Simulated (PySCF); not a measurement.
PBE0 on Be (beryllium, neutral), [He] 2s1 3d1, high-spin 3D determinant (an excited configuration). All numbers are calculated (PySCF 2.14, no relativity, point nucleus, in aug-cc-pVQZ).

```
cycle= 1 E= -14.3471832752072  delta_E= -0.000861  |g|= 0.00413  |ddm|= 0.228
cycle= 2 E= -14.347191568093  delta_E= -8.29e-06  |g|= 0.00047  |ddm|= 0.0204
cycle= 3 E= -14.3471918403887  delta_E= -2.72e-07  |g|= 8.92e-05  |ddm|= 0.00183
cycle= 4 E= -14.3471918535562  delta_E= -1.32e-08  |g|= 9.84e-06  |ddm|= 0.000661
cycle= 5 E= -14.3471918537743  delta_E= -2.18e-10  |g|= 9.78e-07  |ddm|= 0.00013
converged SCF energy = -14.3471918537743  <S^2> = 2.0000017  2S+1 = 3.0000011
```

Highest occupied orbital energy: 0.109 eV; ⟨L²⟩ = 6.00; populations by l: s 3.00, p 0.00, d 1.00, f 0.00.

Problem. Can this result be used?

Solution. Not for this state. The calculation finished and met its thresholds. The outer electron is Rydberg-like, and this basis confines it to a smaller radius and binds it less than a complete one would. At PBE0 the highest occupied level has a positive energy, so only the finite basis holds that electron; for this excited configuration the basis is too tight for the outer shell.
